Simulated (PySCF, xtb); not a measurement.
C2H6BFO2, SMILES OB(CF)OC. Other conformers were not sampled.

Harmonic wavenumbers (cm⁻¹) from GFN2-xTB run with xtb at its own minimum, in rising order: 63, 67, 156, 170, 232, 374, 441, 527, 588, 758, 821, 939, 1011, 1052, 1128, 1146, 1183, 1216, 1271, 1335, 1409, 1435, 1463, 1471, 2961, 2966, 2976, 2981, 2984, 3611.

Problem. What does r2SCAN-D4/def2-SVP (PySCF 2.14.0) give at its own minimum? (Estimate from the structure and the level; the computed values follow.)

Solution. 48, 89, 155, 175, 255, 393, 470, 559, 644, 795, 885, 977, 1055, 1097, 1172, 1199, 1225, 1277, 1396, 1430, 1445, 1470, 1472, 1536, 3023, 3034, 3090, 3115, 3148, 3792. Paired by order, the mean absolute difference is 57 cm⁻¹ and the zero-point energies are 55.4 and 57.8 kcal/mol.
